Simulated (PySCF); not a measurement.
Numbering as in the mapped SMILES `[CH3:1][c:2]1[cH:3][cH:4][cH:5][c:6]([Cl:7])[c:8]1[NH2:9]`; H(Xn) means a hydrogen on atom n.

Theory: geometry from GFN2-xTB, PBE0/pcSseg-1 with gauge-including orbitals, in PySCF (in vacuum, single conformer, one averaged value for each set of equivalent atoms, non-relativistic).

List the cross peaks expected in HSQC, COSY and HMBC spectra.

Answers



HSQC (one-bond C–H):
```csv
δH,δC
7.45 (H(C5)),133.5 (C5)
7.24 (H(C3)),134.2 (C3)
6.84 (H(C4)),122.1 (C4)
2.23 (H(C1)),20.5 (C1)
```

COSY cross peaks (H two or three bonds apart, from the bond graph; peaks can be absent where the dihedral angle is near 90°):
```csv
δH,δH
7.45 (H(C5)),6.84 (H(C4))
7.24 (H(C3)),6.84 (H(C4))
```

HMBC (two and three bonds, from the bond graph):
```csv
δH,δC
7.45 (H(C5)),"146.3 (C8), 134.2 (C3), 127.1 (C6), 122.1 (C4)"
7.24 (H(C3)),"146.3 (C8), 133.5 (C5), 125.4 (C2), 122.1 (C4), 20.5 (C1)"
6.84 (H(C4)),"134.2 (C3), 133.5 (C5), 127.1 (C6), 125.4 (C2)"
2.23 (H(C1)),"146.3 (C8), 134.2 (C3), 125.4 (C2)"
```

Scale: 1H (31.72 ppm), 13C (186.93 ppm) against TMS (reference shieldings calculated alike).

Short H···H contacts in this conformer between protons four or more bonds apart (candidates for NOE cross peaks, intensity ∝ r⁻⁶): H(C1)···H(C3) 2.33 Å.

OH/NH shifts are gas-phase values; hydrogen bonding in solution moves them, usually downfield. Carbons that carry Cl, above all several Cl atoms, come out too deshielded, partly because spin–orbit coupling is missing. Shifts are as computed. Against solution values, carbons near 30 ppm lie about +3 ppm off and those near 130 ppm about +5 ppm; carbons on Cl a further +6 ppm. Of 1211 compounds with measured shifts, 218 miss one by over three times the rms of a fit or turn the order of signals round; such compounds aren't used in these exercises.
